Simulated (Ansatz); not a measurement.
Abridged output of a molecular run in Ansatz:

```
Functional definition: HF
1143 factors; integrals over basis functions are off by at most 1.5e-3 eV
mean field evaluation 1: about -12691.0098 eV, gradient 4.7e1 eV
mean field evaluation 2: about -12691.1254 eV, gradient 4.7e1 eV
mean field evaluation 4: about -12695.6094 eV, gradient 2.9e0 eV
mean field evaluation 8: about -12695.6644 eV, gradient 2.3e-1 eV
mean field -12695.66472031 eV, -466.5570730409 hartree, gradient 1.1e-6 eV, S^2 0.000000; 0 other end points of the search recorded, 0 dependent functions left out
8 core orbitals not correlated: weight in the atoms' cores, before any rotation towards them, 1.000 or more for the frozen orbitals, at most 0.000 for the correlated occupied ones
reference -12695.66472031 eV, -466.5570730409 hartree; 20, 20 occupied and 79, 79 virtual orbitals, 1143 factors
second order -20.45552549 eV of doubles, -0.00000000 eV of singles
cycle   1  -20.74668099 eV  change   -2.9e-1 eV  update   1.2e-1
cycle   2  -21.22353730 eV  change   -4.8e-1 eV  update   3.9e-2
cycle   3  -21.38860699 eV  change   -1.7e-1 eV  update   2.3e-2
cycle   4  -21.39255264 eV  change   -3.9e-3 eV  update   6.2e-3
cycle   5  -21.38693539 eV  change    5.6e-3 eV  update   2.6e-3
cycle   6  -21.38649052 eV  change    4.4e-4 eV  update   8.1e-4
cycle   7  -21.38640216 eV  change    8.8e-5 eV  update   2.6e-4
cycle   8  -21.38630977 eV  change    9.2e-5 eV  update   8.4e-5
cycle   9  -21.38629819 eV  change    1.2e-5 eV  update   2.8e-5
perturbative correction -0.49021375 eV, -0.0180150232 hartree
Total energy: -12717.54123226 eV, -467.3610200265 hartree
```

Its atoms:

```xyz
10

C    -1.0056   -0.2885    0.9437
C     0.4258   -0.4337    0.4527
In    0.8354    0.6171   -1.3629
F    -0.4536    1.7009   -2.3422
F     2.4997    0.7035   -2.3652
H    -1.2674    0.7515    1.1461
H    -1.1441   -0.8487    1.8734
H    -1.7290   -0.6700    0.2210
H     0.6892   -1.4749    0.2547
H     1.1496   -0.0571    1.1787
```

**Question.** Which basis set was used?
A. def2-SVP
B. def2-SVPD
C. def2-TZVPP
D. cc-pV(T+d)Z

**Answer.** A. It gives 107 functions.

**Question.** Write the keys of the input that set method, charge and spin (a neutral closed shell needs none for the last two).

**Answer.** 
```yaml
correlation: {method: ccsd_t}
```
